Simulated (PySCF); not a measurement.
A search over the determinants of PtF

Unrestricted PBE0; basis Pt def2-TZVPP with ECP60, F def2-TZVPP; scalar-relativistic core potentials; PySCF 2.14. Outer shells of the fragments: Pt 5d9 6s1; F 2s2 2p5.

Followed along the bond (rough minima from three points):

| 2Ms+1 | unpaired | ⟨S²⟩ at the start | R at minimum (Å) | Te (eV) |
| --- | --- | --- | --- | --- |
| 2 | σ ↑ | 0.75 | 1.89 | 0.00 |
| 2 | π ↑ | 0.77 | 1.88 | 0.17 |
| 2 | δ ↑ | 0.75 | 1.92 | 0.29 |
| 4 | σ ↑↑, π ↑ | 3.75 | 1.95 | 1.09 |
| 4 | σ ↑, π ↑↑ | 3.76 | 1.92 | 1.18 |

Solutions found at the starting distance of 1.790 Å, counted from the lowest of them; the search is not exhaustive and high or unbound solutions are not listed, so other states can lie among these:

```csv
2Ms+1,unpaired,term,E (eV),⟨S²⟩,⟨Lz²⟩,μ (D)
2,σ ↑,²Σ⁺,0.00,0.75,0.00,-3.12
2,π ↑,²Π,0.12,0.77,1.03,-3.14
2,δ ↑,²Δ,0.36,0.75,4.01,-3.20
4,"σ ↑, π ↑↑",⁴Σ⁻,1.26,3.76,0.00,-0.68
4,"σ ↑↑, π ↑",mixed,1.29,3.75,1.32,-0.75
2,"σ ↑↑, π ↓",mixed,1.81,1.76,1.29,-0.55
4,"σ ↑↑, δ ↑",⁴Δ,1.99,3.75,4.01,-1.19
2,"σ ↑, π ↑↓",mixed,2.02,1.75,2.02,-0.47
4,"σ ↑, π ↑, δ ↑",mixed,2.06,3.76,5.01,-0.83
4,"σ ↑, π ↑, δ ↑",mixed,2.12,3.76,4.63,-0.78
2,"σ ↑↑, δ ↓",mixed,2.85,1.75,4.00,-1.00
4,"σ ↑, π ↑↑",mixed,5.61,3.77,2.04,-1.82
4,"σ ↑, π ↑↑",mixed,5.61,3.75,2.81,-1.90
4,π ↑↑↑,⁴Π,6.11,3.77,1.01,-1.83
```

A term symbol is given only where ⟨S²⟩ and ⟨Lz²⟩ are close to those of a pure state; real π, δ and φ orbitals otherwise mix terms. A positive dipole means Pt(−)F(+).

Spin–orbit coupling is left out. The state is the lowest single determinant that the PBE0 search found; with open d or f shells the true ground state can be another one.
